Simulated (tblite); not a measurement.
C7H11O (doublet state).
SMILES with atom numbers: `[CH2:1]=[C:2]1[C:3]([CH3:4])[CH2:5][C@@H:6]1[CH2:7][OH:8]` (hydrogens: H9, H10 on C1; H11, H12, H13 on C4; H14, H15 on C5; H16 on C6; H17, H18 on C7; H19 on O8)

Structure used (GFN2-xTB), in Å, numbered top down from 1:
```xyz
19
C7H11O angstrom
C     -0.356    2.175   -0.449
C     -0.261    0.822   -0.413
C     -1.155   -0.243   -0.275
C     -2.616   -0.367   -0.115
C     -0.080   -1.283   -0.347
C      0.931   -0.117   -0.498
C      1.941    0.016    0.636
O      2.815   -1.086    0.724
H      0.515    2.792   -0.568
H     -1.306    2.670   -0.359
H     -2.865   -0.683    0.902
H     -3.014   -1.125   -0.792
H     -3.106    0.583   -0.311
H      0.063   -1.880    0.557
H     -0.141   -1.962   -1.200
H      1.447   -0.102   -1.463
H      1.422    0.056    1.597
H      2.510    0.950    0.512
H      3.245   -1.207   -0.130
```

Calculated harmonic vibrations of the isolated species, GFN2-xTB (tblite), most abundant isotopes, no scaling. The method is semi-empirical: single wavenumbers can be off by several per cent or more. One conformer, not necessarily the lowest. Open shells enter through the occupations alone, without spin polarisation, and single modes of such species can be off by tens of per cent.

Harmonic wavenumbers (cm⁻¹): 66.0, 67.5, 95.3, 149.8, 225.2, 254.2, 302.4, 318.5, 369.6, 494.9, 531.9, 551.7, 656.2, 747.9, 808.7, 852.6, 888.7, 940.6, 954.2, 964.2, 1022.0, 1052.5, 1072.1, 1103.2, 1131.5, 1170.8, 1185.2, 1202.5, 1265.0, 1303.8, 1314.6, 1345.6, 1369.3, 1391.4, 1441.9, 1451.3, 1460.0, 1479.4, 1481.4, 1574.0, 2866.5, 2929.9, 2941.3, 2943.7, 2967.8, 2982.0, 2982.9, 3039.7, 3115.3, 3147.1, 3542.3.

A = 3528, B = 1373, C = 1070 MHz; mass 111.081 u (most abundant isotopes); point group C1, symmetry number 1; spin multiplicity 2.

Question: Zero-point energy?

Answer: Half the sum of the wavenumbers: 34758 cm⁻¹ = 415.80 kJ/mol.

Question: What is S at 500 K and 1 bar for an ideal gas of classical rigid rotors and harmonic oscillators?

Answer: Translation 178.35, rotation 125.77, vibration 188.88, spin (R ln 2) 5.76: S = 498.8 J/(mol K).

Question: And Cp and H(500 K) − H(0)?

Answer: Cp = 228.29 J/(mol K), of which vibrations give 195.04 (their classical limit is 51 R = 424.0); H(500 K) − H(0) = 65.75 kJ/mol without the zero-point energy, 49.12 from vibrations.

Question: Which modes carry the vibrational entropy at 500 K?

Answer: 66.0 cm⁻¹: 22.14; 67.5 cm⁻¹: 21.95; 95.3 cm⁻¹: 19.10; 149.8 cm⁻¹: 15.38; 225.2 cm⁻¹: 12.07; 254.2 cm⁻¹: 11.10 J/(mol K); the other 45 give 87.15 together.

Question: How do the functions run with temperature in this model?

Answer: 
```tsv
T (K)	S (J/(mol K))	Cp (J/(mol K))	H − H(0) (kJ/mol)	G − H(0) (kJ/mol)	ln q(vib)
100	287.9	74.2	5.25	-23.54	1.48
200	350.6	110.7	14.50	-55.61	3.84
300	402.8	150.7	27.53	-93.32	6.19
800	624.3	304.9	146.76	-352.66	17.87
1000	696.1	338.2	211.24	-484.84	22.27
```

q(vib) and H(0) count from the zero-point level.

Hindered rotation and anharmonicity are outside this model. Other conformers, if any are populated, would add a mixing term that is left out. The structure is chiral; the term R ln 2 for an equal mix with its mirror image is left out.
